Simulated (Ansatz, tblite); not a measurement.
Removing and adding an electron: SiH2Me(NHMe) (C2H9NSi). Total charge 0; singlet. Geometry: PBE0-D4/def2-SVP. Ansatz, gas phase; energy differences of separate SCF runs; the oxidised species was run as a doublet alone; the reduced species was run as a doublet alone.

```xyz
13

Si   -0.470    0.652   -0.292
H    -0.287    0.767   -1.774
H    -1.952    0.746   -0.038
C     0.367    2.058    0.622
H    -0.051    3.026    0.307
H     1.450    2.065    0.424
H     0.214    1.970    1.709
N     0.260   -0.841    0.203
C     0.028   -2.113   -0.436
H     0.521   -0.919    1.180
H    -0.869   -2.653   -0.072
H    -0.105   -1.967   -1.520
H     0.893   -2.789   -0.313
```

The xTB rows come from tblite. HOMO above LUMO, or a gap near zero within one spin, warns that the state may not be the lowest or that an electron is smeared out.

Question: Estimate orbital energies and vertical ionisation energies and electron affinities at: GFN1-xTB; GFN2-xTB; PBE-D4/def2-TZVP; r2SCAN-D4/def2-TZVP; r2SCAN-D4/def2-TZVPD; PBE0-D4/def2-TZVP; PBE0-D4/def2-TZVPD.

Answer: 
| level | −HOMO (eV) | vertical IE (eV) | −LUMO (eV) | vertical EA (eV) | HOMO–LUMO gap (eV) | IE − EA (eV) | remarks |
| --- | --- | --- | --- | --- | --- | --- | --- |
| GFN1-xTB | 10.84 | 14.05 | 4.55 | 1.88 | 6.28 | 12.17 | – |
| GFN2-xTB | 9.89 | 13.12 | 4.24 | 0.98 | 5.65 | 12.14 | – |
| PBE-D4/def2-TZVP | 5.24 | 8.55 | -0.03 | – | 5.27 | – | – |
| r2SCAN-D4/def2-TZVP | 5.51 | 8.56 | -0.55 | – | 6.06 | – | – |
| r2SCAN-D4/def2-TZVPD | 5.55 | – | -0.30 | -1.33 | 5.85 | – | HOMO above zero (-1 doublet), gap within one spin near zero (-1 doublet) |
| PBE0-D4/def2-TZVP | 6.60 | 8.71 | -0.86 | – | 7.46 | – | – |
| PBE0-D4/def2-TZVPD | 6.64 | – | -0.32 | -1.33 | 6.96 | – | HOMO above zero (-1 doublet) |

Run but left out: PBE-D4/def2-TZVPD (charge -1 doublet: an occupied level 0.00 eV above an empty one).   A HOMO above zero means that the electron is unbound at that level or that self-interaction error raises the level; the energy of removing that electron tells which. Raw xTB energy differences between charge states are shifted by several eV; the methods need an empirical correction for them. A negative affinity means that the extra electron isn't bound; its size then hangs on the basis.
